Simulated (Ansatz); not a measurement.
Frontier orbitals of C$_{6}$H$_{4}$N$_{2}$, SMILES `N#Cc1ccccn1`.

```xyz
12

N     2.264   -0.325   -2.860
C     1.573   -0.144   -1.958
C     0.696    0.030   -0.832
C    -0.026   -1.062   -0.360
C    -0.862   -0.866    0.725
C    -0.940    0.397    1.285
C    -0.175    1.418    0.733
N     0.631    1.251   -0.304
H     0.075   -2.028   -0.838
H    -1.442   -1.689    1.125
H    -1.581    0.596    2.134
H    -0.213    2.420    1.149
```

The species carries charge 0 and has multiplicity 1. The geometry is a stationary point of PBE0-D4/def2-TZVP. Basis def2-TZVPP, Ansatz.

A caution on the coupled-cluster cation, which keeps the state that its UHF reference found: spin contamination of the cation.

```tsv
functional	HOMO (eV)	LUMO (eV)	gap (eV)
PBE	-6.69	-2.85	3.84
BLYP	-6.58	-2.68	3.90
r2SCAN	-7.05	-2.73	4.32
B97M-V	-7.22	-2.61	4.61
PBE0	-8.19	-1.98	6.21
B3LYP	-7.97	-2.16	5.81
CAM-B3LYP	-9.39	-0.89	8.50
LC-ωPBE	-10.68	0.11	10.79
ωB97M-V	-10.22	0.09	10.31
HF	-10.10	1.61	11.71
```

What is the vertical ionisation energy at frozen-core CCSD(T)/CBS(def2)? (Best estimate.)

The calculation gave: 10.40 eV (T1 of the cation 0.030).

Against PBE, PBE0 changes HOMO and LUMO by −1.50 and +0.87 eV, ωB97M-V by −3.53 and +2.94 eV. A gap of 3.84 eV thus becomes 10.30 eV for the same molecule, so an orbital gap means little without its functional. A positive LUMO is unbound and depends on the basis. −ε(HOMO) differs from that ionisation energy by −3.71 eV with PBE and −0.18 eV with ωB97M-V.

B3LYP here is the variant with VWN-RPA as its local correlation; programs differ in this. LC-ωPBE has ω = 0.4 bohr⁻¹.
